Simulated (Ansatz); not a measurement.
Consider the ligand exchange at the Si–C bond: `O[SiH]1C=C1[SiH3]` + `BO[SiH2]S` → `BO[SiH2]S[SiH3]` + `O[SiH]1C=C1`.

Calculated with Ansatz (gas phase, PBE0-D4/def2-TZVP geometries, no zero-point term in ΔE). CBS: MP2 limit from def2 TZ/QZ plus the TZ coupled-cluster correction, frozen cores. DFT in def2-TZVPP. B3LYP here is the variant with VWN-RPA as its local correlation; programs differ in this. One conformer a species, not always the lowest.

`O[SiH]1C=C1[SiH3]`:

```xyz
11

O     0.578    1.032   -2.527
Si    1.136    0.488   -1.086
C     0.775   -1.109   -0.381
C     0.094   -0.127    0.256
Si   -1.126   -0.026    1.641
H    -0.246    0.661   -2.848
H     2.395    1.219   -0.870
H     0.792   -2.186   -0.243
H    -1.408   -1.370    2.217
H    -0.594    0.861    2.708
H    -2.395    0.558    1.132
```

`BO[SiH2]S`:

Cartesian coordinates in Å:
```
B -1.643 -0.478 0.712
O -0.499 0.236 0.664
Si 0.957 -0.081 -0.057
S 1.142 0.893 -1.933
H -1.693 -1.567 0.203
H -2.584 0.004 1.275
H 1.987 0.399 0.888
H 1.080 -1.528 -0.353
H 1.253 2.122 -1.400
```

`BO[SiH2]S[SiH3]`:

Cartesian coordinates in Å:
```
B -0.863 -0.343 2.035
O -0.815 -1.234 1.026
Si 0.091 -1.483 -0.330
S 1.737 -0.155 -0.516
Si 0.637 1.535 -1.241
H -1.712 -0.493 2.868
H -0.077 0.563 2.083
H -0.827 -1.330 -1.482
H 0.650 -2.848 -0.243
H 0.476 1.461 -2.714
H 1.411 2.746 -0.877
H -0.707 1.581 -0.609
```

`O[SiH]1C=C1`:

```xyz
8

O    -0.008   -1.168    1.619
Si   -0.347   -0.677    0.092
C     0.685    0.401   -0.898
C    -0.420    1.028   -0.451
H     0.537   -0.587    2.152
H    -1.182   -1.758   -0.459
H     1.531    0.721   -1.497
H    -0.795    2.040   -0.558
```

```json
{"level": "PBE-D4", "ΔE (kJ/mol)": "-45.4", "difference from CCSD(T)/CBS": "0.4"}
{"level": "PBE0-D4", "ΔE (kJ/mol)": "-47.6", "difference from CCSD(T)/CBS": "-1.8"}
{"level": "B3LYP-D4", "ΔE (kJ/mol)": "-43.0", "difference from CCSD(T)/CBS": "2.8"}
{"level": "ωB97M-V", "ΔE (kJ/mol)": "-46.3", "difference from CCSD(T)/CBS": "-0.5"}
{"level": "B2PLYP", "ΔE (kJ/mol)": "-40.3", "difference from CCSD(T)/CBS": "5.5"}
{"level": "PBE", "ΔE (kJ/mol)": "-41.9", "difference from CCSD(T)/CBS": "3.9"}
{"level": "r2SCAN", "ΔE (kJ/mol)": "-46.1", "difference from CCSD(T)/CBS": "-0.3"}
{"level": "PBE0", "ΔE (kJ/mol)": "-44.5", "difference from CCSD(T)/CBS": "1.3"}
{"level": "B3LYP", "ΔE (kJ/mol)": "-37.2", "difference from CCSD(T)/CBS": "8.6"}
{"level": "MP2/def2-TZVPP", "ΔE (kJ/mol)": "-45.3", "difference from CCSD(T)/CBS": "0.5"}
{"level": "SCS-MP2/def2-TZVPP", "ΔE (kJ/mol)": "-42.4", "difference from CCSD(T)/CBS": "3.4"}
{"level": "HF/def2-QZVPP", "ΔE (kJ/mol)": "-39.5", "difference from CCSD(T)/CBS": "6.3"}
{"level": "MP2/def2-QZVPP", "ΔE (kJ/mol)": "-47.4", "difference from CCSD(T)/CBS": "-1.6"}
{"level": "SCS-MP2/def2-QZVPP", "ΔE (kJ/mol)": "-44.4", "difference from CCSD(T)/CBS": "1.4"}
{"level": "HF/CBS(def2)", "ΔE (kJ/mol)": "-39.5", "difference from CCSD(T)/CBS": "6.3"}
{"level": "CCSD/CBS(def2)", "ΔE (kJ/mol)": "-45.0", "difference from CCSD(T)/CBS": "0.8"}
{"level": "CCSD(T)/CBS", "ΔE (kJ/mol)": "-45.8", "difference from CCSD(T)/CBS": "0"}
```

Largest T1 diagnostic among the species: 0.013.

The D4 term adds −5.8 kJ/mol with B3LYP and −3.1 kJ/mol with PBE0; it sums over pairs of atoms, weighted by their polarisabilities, and B3LYP, whose exchange is more repulsive, gets the larger term.
